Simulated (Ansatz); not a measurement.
Ansatz (a quantum-chemistry and plane-wave program) input (B3LYP-D3(BJ)/def2-TZVP):

Ansatz 0.2 input:
```yaml
crystal:
  periodic: [false, false, false]
  atoms:
    - {symbol: B, position_ang: [0.01214440, -0.00551684, -0.00952650]}
    - {symbol: F, position_ang: [1.20896289, -0.00873011, 0.03400972]}
    - {symbol: H, position_ang: [-1.16053991, -0.00226213, -0.05183586]}
basis:
  gaussian:
    orbitals: def2-TZVP
hamiltonian:
  xc: b3lyp
  dispersion: d3bj
total_charge: 1
relax: {f_tol: 0.002, max_steps: 150}
```

Output:

```
Functional definition: B3LYP
integrals: 0.01 GiB planned
369 factors; their error is unknown
mean field: 0.12 GiB planned
mean field evaluation 1: about -3391.1577 eV, gradient 9.2e1 eV
mean field evaluation 2: about -3338.3815 eV, gradient 2.0e2 eV
mean field evaluation 4: about -3401.8454 eV, gradient 3.0e0 eV
mean field evaluation 8: about -3401.8674 eV, gradient 2.3e-2 eV
mean field -3401.86735367 eV, -125.0163193788 hartree, gradient 2.6e-6 eV, S^2 0.000000; 0 other end points of the search recorded, 0 dependent functions left out
the calculation of the forces begins
reference -3401.86749206 eV, -125.0163244647 hartree; 7, 7 occupied and 61, 61 virtual orbitals, 369 factors
relax step   1: F+E_penalty+E_count = -3401.89738968 eV  Δ(F+E_penalty+E_count) = +0.000e0 eV  max|allowed force component| = 1.315e0 eV/Å  Δτ_max = 0.0000 Å  (27 SCF iters, accepted)
these checks for a lower state are left out or cut short: starts, cluster_reference, orbital_swaps, neighbouring_geometries, increment
integrals: 0.01 GiB planned
369 factors; their error is unknown
mean field: 0.12 GiB planned
mean field evaluation 16: about -3401.8692 eV, gradient 1.4e0 eV
mean field -3401.87759714 eV, -125.0166958195 hartree, gradient 2.4e-5 eV, S^2 0.000000; 0 other end points of the search recorded, 0 dependent functions left out
the calculation of the forces begins
reference -3401.87773573 eV, -125.0167009127 hartree; 7, 7 occupied and 61, 61 virtual orbitals, 369 factors
relax step   2: F+E_penalty+E_count = -3401.90761176 eV  Δ(F+E_penalty+E_count) = -1.022e-2 eV  max|allowed force component| = 3.119e-1 eV/Å  Δτ_max = 0.0090 Å  (28 SCF iters, accepted)
these checks for a lower state are left out or cut short: starts, cluster_reference, orbital_swaps, neighbouring_geometries, increment
integrals: 0.01 GiB planned
369 factors; their error is unknown
mean field: 0.12 GiB planned
mean field -3401.87825684 eV, -125.0167200631 hartree, gradient 2.5e-5 eV, S^2 0.000000; 0 other end points of the search recorded, 0 dependent functions left out
the calculation of the forces begins
reference -3401.87839552 eV, -125.0167251593 hartree; 7, 7 occupied and 61, 61 virtual orbitals, 369 factors
relax step   3: F+E_penalty+E_count = -3401.90826440 eV  Δ(F+E_penalty+E_count) = -6.526e-4 eV  max|allowed force component| = 1.141e-2 eV/Å  Δτ_max = 0.0030 Å  (28 SCF iters, accepted)
these checks for a lower state are left out or cut short: starts, cluster_reference, orbital_swaps, neighbouring_geometries, increment
integrals: 0.01 GiB planned
369 factors; their error is unknown
mean field: 0.12 GiB planned
mean field evaluation 32: about -3401.8721 eV, gradient 1.4e-1 eV
mean field -3401.87825813 eV, -125.0167201104 hartree, gradient 4.6e-6 eV, S^2 0.000000; 0 other end points of the search recorded, 0 dependent functions left out
the calculation of the forces begins
reference -3401.87839681 eV, -125.0167252068 hartree; 7, 7 occupied and 61, 61 virtual orbitals, 369 factors
relax step   4: F+E_penalty+E_count = -3401.90826539 eV  Δ(F+E_penalty+E_count) = -9.941e-7 eV  max|allowed force component| = 9.411e-4 eV/Å  Δτ_max = 0.0001 Å  (20 SCF iters, accepted)
integrals: 0.01 GiB planned
369 factors; their error is unknown
mean field: 0.12 GiB planned
mean field -3401.87825813 eV, -125.0167201104 hartree, gradient 1.8e-5 eV, S^2 0.000000; 1 other end points of the search recorded, 0 dependent functions left out
the calculation of the forces begins
reference -3401.87839681 eV, -125.0167252068 hartree; 7, 7 occupied and 61, 61 virtual orbitals, 369 factors
Total energy: -3401.90840407 eV, -125.0178279533 hartree
Atom 0 at     0.007517    -0.005476    -0.009600 Å, force     0.000941     0.000058     0.000232 eV/Å
Atom 1 at     1.221019    -0.008777     0.034400 Å, force    -0.000235    -0.000029    -0.000106 eV/Å
Atom 2 at    -1.167968    -0.002256    -0.052152 Å, force    -0.000706    -0.000029    -0.000126 eV/Å
Dipole moment:    -0.733244     0.001993    -0.026593 e Å
```
